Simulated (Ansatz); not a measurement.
Start from `BC(=N)CF` and change one atom or group to get `N=C(CF)CF`.

Ansatz, PBE0-D4/def2-TZVP geometries, multiplicity 1. Each molecule was computed in one conformer, which needn't be the lowest.

```
                                          property  `BC(=N)CF`
                LUMO energy (PBE0/def2-TZVPP) / eV       -2.13
size of the dipole moment (ωB97M-V/def2-TZVPP) / D        2.02
             HOMO energy (ωB97M-V/def2-TZVPP) / eV      -10.13
             HOMO–LUMO gap (B3LYP/def2-TZVPP) / eV        5.18
  size of the dipole moment (B3LYP/def2-TZVPP) / D        2.00
               HOMO energy (B3LYP/def2-TZVPP) / eV       -7.54
```

Question: What does the change do to each property? (Best estimate.)

Answer: The calculation gave: 
```
                                          property  `N=C(CF)CF`  shift
                LUMO energy (PBE0/def2-TZVPP) / eV        -0.54   1.59
size of the dipole moment (ωB97M-V/def2-TZVPP) / D         1.32  -0.70
             HOMO energy (ωB97M-V/def2-TZVPP) / eV       -10.47  -0.34
             HOMO–LUMO gap (B3LYP/def2-TZVPP) / eV         7.01   1.83
  size of the dipole moment (B3LYP/def2-TZVPP) / D         1.32  -0.68
               HOMO energy (B3LYP/def2-TZVPP) / eV        -7.83  -0.29
```

With PBE0 the HOMO falls by 0.31 eV and the LUMO rises by 1.59 eV, so the gap widens by about 1.90 eV. PBE moves the HOMO by -0.22 eV and ωB97M-V by -0.34 eV. Dipoles are sizes alone; their direction can turn.

B3LYP here is the variant with VWN-RPA as its local correlation; programs differ in this.
